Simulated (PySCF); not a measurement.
# SiSb and its ions

r²SCAN; PySCF, scalar-relativistic core potentials, basis sets Si def2-SVP, Sb def2-SVP with ECP28. Neutral (UKS): doublet (π ↑), Re = 2.396 Å, ωe = 419 cm⁻¹, De = 2.76 eV, HOMO -5.56 eV, LUMO -4.99 eV.

SiSb⁺ (UKS): triplet (π ↑↑), Re = 2.546 Å, ωe = 345 cm⁻¹, De = 2.99 eV to Si⁺ + Sb. The energies at the minima are -529.65156 hartree for SiSb and -529.35366 for SiSb⁺.

(1) Work out the adiabatic ionisation energy, without and with harmonic zero-point energies (1 hartree = 27.2114 eV, 1 eV = 8065.5 cm⁻¹), and the change of the bond length.

These are scalar-relativistic numbers at best; spin–orbit coupling would shift them, the dissociation energy most. For an ion De counts to the pair picked by the measured ionisation energies or electron affinities, which need not be the lowest pair at this level. States were picked by a PBE0 search and need not be the measured ground states.

Answers

(1) At r²SCAN: 0.29790 hartree = 8.106 eV between the minima; the zero-point term (345.0 − 419.0)/2 cm⁻¹ = -0.005 eV makes it 8.102 eV. Re changes by +15.0 pm against the neutral. The electron leaves a π orbital, and the longer bond of the ion fits a bonding orbital, or a change in how ionic the bond is.
